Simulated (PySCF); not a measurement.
PySCF run on BeB

Input:

```python
from pyscf import gto, dft

mol = gto.M(
    atom='Be 0 0 0; B 0 0 1.686',
    basis='def2-tzvp',
    charge=0,
    spin=1,
    verbose=3,
)
mf = dft.UKS(mol, xc='olyp')
mf.kernel()
mf.analyze()
print('orbital energies (hartree):', [e[max(0, n-3):n+3].round(4) for e, n in zip(mf.mo_energy, mol.nelec)])
```

```bash
$ OMP_NUM_THREADS=1 python input.py
```

It prints (some set-up lines and the per-cycle HOMO/LUMO lines with their warnings removed):

```
converged SCF energy = -39.3415838721711  <S^2> = 0.76058501  2S+1 = 2.0105571
**** MO energy ****
                             alpha | beta                alpha | beta
MO #1   energy= -6.58819634452329  | -6.58550714680875  occ= 1 | 1
MO #2   energy= -3.89430723525086  | -3.89336244591481  occ= 1 | 1
MO #3   energy= -0.404847771662621 | -0.378556877327163 occ= 1 | 1
MO #4   energy= -0.188650139470274 | -0.176626943740652 occ= 1 | 1
MO #5   energy= -0.173903737892782 | -0.150423815759648 occ= 1 | 0
MO #6   energy= -0.159293561482932 | -0.127288887899969 occ= 0 | 0
MO #7   energy= -0.133672896026386 | -0.123919674980272 occ= 0 | 0
MO #8   energy= -0.0187984576294085 | -0.00536595463022227 occ= 0 | 0
[42 lines left out]

To work with the spin densities directly, `use mulliken_meta_spin()` only printing them here.

 ** Mulliken spin pop alpha/beta on meta-lowdin orthogonal AOs **
 ** Mulliken Spin Density (per atom)  **
spin density of  0 Be =      0.21589
spin density of  1 B =      0.78411
 ** Mulliken pop alpha/beta on meta-lowdin orthogonal AOs **
 ** Mulliken atomic charges   ( Nelec_alpha | Nelec_beta ) **
charge of  0Be =      0.74576  (     1.73507      1.51918 )
charge of  1B =     -0.74576  (     3.26493      2.48082 )
Dipole moment(X, Y, Z, Debye): -0.00000, -0.00000, -1.68816
orbital energies (hartree): [array([-0.4048, -0.1887, -0.1739, -0.1593, -0.1337, -0.0188]), array([-3.8934, -0.3786, -0.1766, -0.1504, -0.1273, -0.1239])]
```

In short: E(SCF) = -39.341584 Eh, ⟨S²⟩ = 0.761, μz(SCF) = -1.69 D.

Hardware: Intel Xeon Platinum 8488C, 1 thread, shared host. Wall time 3.5 s.

The bond length is a typed value, not an optimised one. No search for the lowest solution was made.
